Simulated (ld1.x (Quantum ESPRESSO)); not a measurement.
Reading a pseudo-wave (hydrogen (H))

Columns: radius, all-electron u(r) and pseudo u(r) of the 1s shell (level -6.36 eV) of hydrogen in the configuration 1s1; LDA (PZ), scalar-relativistic, ultrasoft scheme, ld1.x (Quantum ESPRESSO) 7.5.

```json
{"r (bohr)": "0.040", "all-electron": "0.0712", "pseudo": "0.0592"}
{"r (bohr)": "0.080", "all-electron": "0.1367", "pseudo": "0.1176"}
{"r (bohr)": "0.120", "all-electron": "0.1971", "pseudo": "0.1746"}
{"r (bohr)": "0.160", "all-electron": "0.2524", "pseudo": "0.2296"}
{"r (bohr)": "0.200", "all-electron": "0.3031", "pseudo": "0.2820"}
{"r (bohr)": "0.240", "all-electron": "0.3495", "pseudo": "0.3313"}
{"r (bohr)": "0.280", "all-electron": "0.3918", "pseudo": "0.3772"}
{"r (bohr)": "0.320", "all-electron": "0.4303", "pseudo": "0.4193"}
{"r (bohr)": "0.360", "all-electron": "0.4652", "pseudo": "0.4576"}
{"r (bohr)": "0.400", "all-electron": "0.4967", "pseudo": "0.4921"}
{"r (bohr)": "0.440", "all-electron": "0.5252", "pseudo": "0.5228"}
{"r (bohr)": "0.480", "all-electron": "0.5507", "pseudo": "0.5500"}
{"r (bohr)": "0.520", "all-electron": "0.5735", "pseudo": "0.5738"}
{"r (bohr)": "0.560", "all-electron": "0.5939", "pseudo": "0.5945"}
{"r (bohr)": "0.600", "all-electron": "0.6118", "pseudo": "0.6125"}
{"r (bohr)": "0.640", "all-electron": "0.6276", "pseudo": "0.6281"}
{"r (bohr)": "0.680", "all-electron": "0.6413", "pseudo": "0.6416"}
{"r (bohr)": "0.720", "all-electron": "0.6531", "pseudo": "0.6533"}
{"r (bohr)": "0.760", "all-electron": "0.6632", "pseudo": "0.6632"}
{"r (bohr)": "0.800", "all-electron": "0.6717", "pseudo": "0.6717"}
{"r (bohr)": "0.840", "all-electron": "0.6786", "pseudo": "0.6786"}
{"r (bohr)": "0.880", "all-electron": "0.6841", "pseudo": "0.6841"}
{"r (bohr)": "0.920", "all-electron": "0.6884", "pseudo": "0.6884"}
{"r (bohr)": "0.960", "all-electron": "0.6914", "pseudo": "0.6914"}
{"r (bohr)": "1.000", "all-electron": "0.6933", "pseudo": "0.6933"}
{"r (bohr)": "1.040", "all-electron": "0.6942", "pseudo": "0.6942"}
```

Problem. How many radial nodes do the two functions have?

Solution. The all-electron 1s function has n − l − 1 = 0; the pseudo-wave has 0.

Problem. At about which radius was the pseudo-wave matched?

Solution. 0.80 bohr. The columns agree to 0.0005 from 0.64 bohr on; several derivatives are matched, so the curves merge somewhat inside the radius.

Problem. Is the pseudo-wave norm-conserving?

Solution. No, it belongs to an ultrasoft set: the norm inside the radius is not constrained, and the difference is carried by the augmentation charge.
